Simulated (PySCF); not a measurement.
C2H4ClNSi, SMILES N#CC[SiH2]Cl.

The structure is a stationary point at r2SCAN-D4/def2-SVP. The structure was generated by enumeration, and PubChem lists no compound with its InChIKey, so it may never have been made. Other conformers were not sampled.

All values below come from SMD-ωB97X/def2-SVP in PySCF.

Solvation free energies are E(SMD) − E(gas) at the gas-phase geometry, for 1 M in both phases. In vacuum the dipole moment is 4.26 D.

```json
[
 {"solvent": "water", "ΔG(solv) (kcal/mol)": "-3.9", "its non-electrostatic (CDS) part": "4.4", "dipole (D)": "5.67"},
 {"solvent": "acetonitrile", "ΔG(solv) (kcal/mol)": "-7.5", "its non-electrostatic (CDS) part": "0.5", "dipole (D)": "5.63"},
 {"solvent": "1-octanol", "ΔG(solv) (kcal/mol)": "-6.1", "its non-electrostatic (CDS) part": "1.0", "dipole (D)": "5.46"}
]
```
